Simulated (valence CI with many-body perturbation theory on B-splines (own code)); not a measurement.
**Yb⁶³⁺: electric-dipole lines**

Computed by valence CI with perturbative core correlation (CI+MBPT): five valence electrons over a frozen Dirac-Fock core [He], radial functions for each j: 9 s, 9 p, 8 d, 6 f, 3 g, 1 h, with the one-electron correlation potential Σ1 (screened to all orders), the two-electron term Σ2, the three-electron term Σ3, Breit, model QED; selected single and double excitations, second order for the rest (own B-spline code, finite nucleus).

No measured spectrum was set against this ion. As an estimate, large intervals hold to a few tenths of a per cent, small ones and those within an open d or f shell to about a per cent. Among the levels kept, up to 1100 cm⁻¹ of a level comes from second order outside the variational space, and about a tenth of that is noise between levels of different J, which matters for small intervals.

Lines 101 to 150 of 256 in falling wavelength, among levels below 724.07 Ry, chosen from the strongest by gf and those to the six lowest levels. Wavelengths and rates use the calculated energies. Electric multipoles are in the length gauge, E1 and E2 with the static RPA response of the core. Weak lines are less certain than strong ones. Lines between different terms over intervals too small for the method are left out, as are lines whose strength nearly cancels. The highest levels of a list are the least certain.

Levels are named by their leading jj configuration (3d3/2^4 stands for four electrons in 3d with j = 3/2), which in mixed levels can hold well under half, so a name can repeat and another be missing. Letters in brackets count levels of one name in rising energy.

```tsv
λ vac (Å)	Upper	Lower	A (s⁻¹)	S (a.u.)
8.543	(2s 2p1/2 2p3/2^3) J=3/2 [b]	(2s^2 2p1/2 2p3/2^2) J=1/2	3.48e+12	4.29e-03
8.538	(2s 2p1/2^2 2p3/2 3p1/2) J=1/2	(2s^2 2p1/2^2 3p1/2) J=1/2	7.64e+12	4.70e-03
8.534	(2s 2p1/2^2 2p3/2 3d3/2) J=5/2 [b]	(2s^2 2p1/2^2 3d3/2) J=3/2	6.41e+12	1.18e-02
8.529	(2s 2p1/2^2 2p3/2 3p1/2) J=3/2 [b]	(2s^2 2p1/2^2 3p1/2) J=1/2	7.28e+12	8.92e-03
8.526	(2s 2p1/2 2p3/2^3) J=5/2	(2s^2 2p1/2 2p3/2^2) J=3/2	3.40e+11	6.24e-04
8.519	(2p1/2^2 2p3/2^3) J=3/2	(2s 2p1/2^2 2p3/2^2) J=3/2	1.13e+13	1.37e-02
8.512	(2p1/2^2 2p3/2^3) J=3/2	(2s 2p1/2^2 2p3/2^2) J=1/2	2.58e+12	3.14e-03
8.505	(2s 2p3/2^4) J=1/2	(2s^2 2p3/2^3) J=3/2	1.23e+13	7.49e-03
8.501	(2p1/2 2p3/2^4) J=1/2	(2s 2p1/2 2p3/2^3) J=1/2	7.28e+12	4.42e-03
8.496	(2s 2p1/2^2 2p3/2 3s) J=3/2 [b]	(2s^2 2p1/2^2 3s) J=1/2	6.77e+12	8.19e-03
8.487	(2s 2p1/2^2 2p3/2 3d3/2) J=1/2 [b]	(2s^2 2p1/2^2 3d3/2) J=3/2	7.63e+12	4.60e-03
8.485	(2s 2p1/2^2 2p3/2 3p3/2) J=3/2 [b]	(2s^2 2p1/2^2 3p3/2) J=3/2	7.31e+12	8.81e-03
8.459	(2s 2p1/2^2 2p3/2 3p3/2) J=1/2 [b]	(2s^2 2p1/2^2 3p3/2) J=3/2	7.19e+12	4.30e-03
8.339	(2s 2p1/2^2 2p3/2^2) J=1/2	(2s^2 2p1/2^2 2p3/2) J=3/2	6.46e+12	3.70e-03
8.331	(2s 2p1/2^2 2p3/2^2) J=3/2	(2s^2 2p1/2^2 2p3/2) J=3/2	1.19e+13	1.36e-02
8.270	(2s 2p1/2 2p3/2^3) J=3/2 [b]	(2s^2 2p1/2 2p3/2^2) J=5/2	1.06e+13	1.18e-02
8.194	(2s 2p1/2 2p3/2^3) J=1/2	(2s^2 2p1/2 2p3/2^2) J=3/2	1.07e+13	5.81e-03
8.146	(2s 2p1/2 2p3/2^3) J=3/2 [b]	(2s^2 2p1/2 2p3/2^2) J=3/2	4.35e+11	4.64e-04
7.974	(2p1/2^2 2p3/2^3) J=3/2	(2s 2p1/2^2 2p3/2^2) J=5/2	3.28e+12	3.29e-03
4.989	(2s 2p1/2 2p3/2^3) J=3/2 [a]	(2s^2 2p1/2^2 2p3/2) J=3/2	1.87e+10	4.57e-06
4.910	(2s 2p1/2 2p3/2^3) J=5/2	(2s^2 2p1/2^2 2p3/2) J=3/2	1.72e+09	6.02e-07
4.798	(2s 2p1/2 2p3/2^3) J=1/2	(2s^2 2p1/2^2 2p3/2) J=3/2	7.54e+10	8.22e-06
4.781	(2s 2p1/2 2p3/2^3) J=3/2 [b]	(2s^2 2p1/2^2 2p3/2) J=3/2	4.43e+10	9.56e-06
4.765	(2s 2p3/2^4) J=1/2	(2s^2 2p1/2 2p3/2^2) J=3/2	1.02e+11	1.09e-05
1.914	(2s^2 2p1/2^2 3p1/2) J=1/2	(2s 2p1/2^2 2p3/2^2) J=1/2	9.51e+10	6.59e-07
1.844	(2s^2 2p1/2^2 3s) J=1/2	(2s^2 2p1/2 2p3/2^2) J=1/2	2.56e+10	1.58e-07
1.821	(2s^2 2p1/2^2 3p3/2) J=3/2	(2s 2p1/2^2 2p3/2^2) J=1/2	2.61e+10	3.11e-07
1.795	(2s^2 2p1/2^2 3p3/2) J=3/2	(2s 2p1/2^2 2p3/2^2) J=5/2	1.30e+11	1.48e-06
1.713	(2s^2 2p1/2^2 3d3/2) J=3/2	(2s^2 2p1/2 2p3/2^2) J=1/2	5.14e+10	5.10e-07
1.696	(2s^2 2p1/2^2 3d3/2) J=3/2	(2s^2 2p1/2 2p3/2^2) J=3/2	1.20e+11	1.16e-06
1.680	(2s^2 2p1/2^2 3d5/2) J=5/2	(2s^2 2p1/2 2p3/2^2) J=5/2	1.25e+10	1.75e-07
1.674	(2s^2 2p1/2^2 3d5/2) J=5/2	(2s^2 2p1/2 2p3/2^2) J=3/2	1.04e+10	1.45e-07
1.639	(2s^2 2p1/2 2p3/2 3p1/2) J=3/2 [a]	(2s 2p1/2^2 2p3/2^2) J=1/2	4.47e+10	3.88e-07
1.628	(2s^2 2p1/2 2p3/2 3p1/2) J=3/2 [b]	(2s 2p1/2^2 2p3/2^2) J=1/2	4.79e+11	4.08e-06
1.615	(2s^2 2p1/2 2p3/2 3p1/2) J=5/2	(2s 2p1/2^2 2p3/2^2) J=5/2	1.77e+11	2.21e-06
1.607	(2s^2 2p1/2 2p3/2 3p1/2) J=3/2 [b]	(2s 2p1/2^2 2p3/2^2) J=5/2	5.88e+11	4.82e-06
1.596	(2s 2p1/2^2 2p3/2 3s) J=3/2 [a]	(2s 2p1/2^2 2p3/2^2) J=1/2	5.60e+13	4.49e-04
1.588	(2s^2 2p1/2 2p3/2 3s) J=3/2 [a]	(2s^2 2p1/2 2p3/2^2) J=1/2	6.15e+11	4.86e-06
1.586	(2s^2 2p1/2 2p3/2 3s) J=1/2	(2s^2 2p1/2 2p3/2^2) J=1/2	6.00e+13	2.36e-04
1.584	(2s 2p1/2^2 2p3/2 3s) J=1/2	(2s 2p1/2^2 2p3/2^2) J=3/2	1.31e+14	5.12e-04
1.583	(2s 2p1/2^2 2p3/2 3s) J=1/2	(2s 2p1/2^2 2p3/2^2) J=1/2	6.01e+13	2.36e-04
1.582	(2s^2 2p1/2 2p3/2 3s) J=3/2 [b]	(2s^2 2p1/2 2p3/2^2) J=1/2	5.93e+13	4.64e-04
1.582	(2s 2p1/2^2 2p3/2 3s) J=3/2 [b]	(2s 2p1/2^2 2p3/2^2) J=3/2	7.51e+13	5.87e-04
1.581	(2s 2p1/2^2 2p3/2 3s) J=3/2 [b]	(2s 2p1/2^2 2p3/2^2) J=1/2	3.98e+10	3.11e-07
1.581	(2s 2p1/2^2 2p3/2 3s) J=5/2	(2s 2p1/2^2 2p3/2^2) J=5/2	7.94e+13	9.30e-04
1.578	(2s^2 2p1/2 2p3/2 3s) J=3/2 [a]	(2s^2 2p1/2 2p3/2^2) J=5/2	1.71e+13	1.33e-04
1.576	(2s^2 2p1/2^2 3s) J=1/2	(2s^2 2p1/2^2 2p3/2) J=3/2	1.69e+14	6.52e-04
1.576	(2s 2p1/2^2 2p3/2 3s) J=3/2 [a]	(2s 2p1/2^2 2p3/2^2) J=5/2	1.30e+14	1.01e-03
1.574	(2s^2 2p1/2 2p3/2 3s) J=5/2	(2s^2 2p1/2 2p3/2^2) J=5/2	8.13e+13	9.39e-04
1.573	(2s^2 2p1/2 2p3/2 3s) J=3/2 [a]	(2s^2 2p1/2 2p3/2^2) J=3/2	7.18e+13	5.52e-04
```
